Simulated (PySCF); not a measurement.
Excitation energy of As⁺ by level of theory

As⁺ [Ar] 3d10 4s2 4p2 (3P) → As⁺ [Ar] 3d10 4s2 4p1 5s1 (3P), as a difference of total energies. Calculation: PySCF 2.14, in x2c-TZVPPall with one added diffuse shell each of s, p, d type (7s6p5d1f, 57 functions); the spin-free X2C one-electron Hamiltonian (Gaussian nucleus). Correlated levels: valence: [Ar] 3d10 frozen. The calculations carry no spin-orbit coupling.

| method | excitation energy (eV) |
| --- | --- |
| UHF | 9.535 |
| MP2 (valence) | 9.634 |
| SCS-MP2 (valence) | 9.626 |
| CCSD(T) (valence) | 9.634 |

Problem. Estimate what CCSDT (valence) gives.

Solution. 9.632 eV, closest to CCSD(T) (valence) among the rows shown.

Problem. Estimate what CCSD (valence) gives.

Solution. 9.634 eV, closest to MP2 (valence) among the rows shown.

A first-order spin-orbit estimate (lowest level to lowest level, LS coupling) adds -0.025 eV.

The promoted electron is Rydberg-like, and one or two diffuse shells describe it only roughly, which tends to raise the upper state.
